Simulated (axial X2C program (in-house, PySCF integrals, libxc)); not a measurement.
**Working with the constants of CoCl⁺**

A bond curve at the CCSD(T) level, two-component, was computed with an in-house all-electron X2C program for linear molecules (integrals from PySCF) (basis Co dyall-cv3z [9s10p6d3f2g], Cl dyall-av3z [9s8p3d2f] (cores contracted in-house)) for the state Ω = 7/2 (⟨Sz⟩ = 1.50, ⟨Lz⟩ = 2.00 at HF). Its fit gives Re = 2.0426 Å, ωe = 480.6 cm⁻¹, ωexe = 1.48 cm⁻¹ and αe = 8.152e-04 cm⁻¹; the masses are 58.9332 and 34.9689 u. Two-component means X2C with spin–orbit coupling and atomic mean-field Coulomb and Gaunt terms.

Correlated methods: 15 electrons correlated (number of frozen shells: Co 3 s, 2 p; Cl 2 s, 1 p), 249 virtual spin orbitals or spinors in MP2, 90 natural virtuals in coupled cluster.

Problem. Find the reduced mass, Be and the force constant.

Solution. From the CCSD(T) values: μ = 21.9466 u. Be = 16.8576/(μ Re²) = 0.1841 cm⁻¹. k = 5.8918×10⁻⁷ μ ωe² = 2.99 mdyn/Å.

Problem. A Morse curve ties αe to the other constants (Pekeris). How well does that hold?

Solution. αe(Morse) = 6Be²/ωe × (√(ωexe/Be) − 1) = 7.766e-04 cm⁻¹; the CCSD(T) curve gives 8.152e-04 cm⁻¹, a ratio of 0.95.

Problem. Where do the fundamental and the first overtone lie?

Solution. ν(1←0) = ωe − 2ωexe = 477.6 cm⁻¹; ν(2←0) = 2ωe − 6ωexe = 952.3 cm⁻¹.

Problem. Estimate the centrifugal constant by the Kratzer relation.

Solution. D = 4Be³/ωe² = 1.08e-07 cm⁻¹.

One determinant describes the state; a PBE0 search over occupations chose it and may have missed a lower one. CCSD and (T) use frozen natural virtuals with an MP2 correction for the truncation; (T) itself is uncorrected, so its De runs slightly low. Other states lie close and PBE0, whose exact exchange favours high spin, may order them wrongly; the determinant shown need not be the ground state. The nearest other 2c determinant of the search, Ω = 9/2, lies 0.05 eV up at the distance of the search. With several unpaired electrons one determinant need not be a pure state.
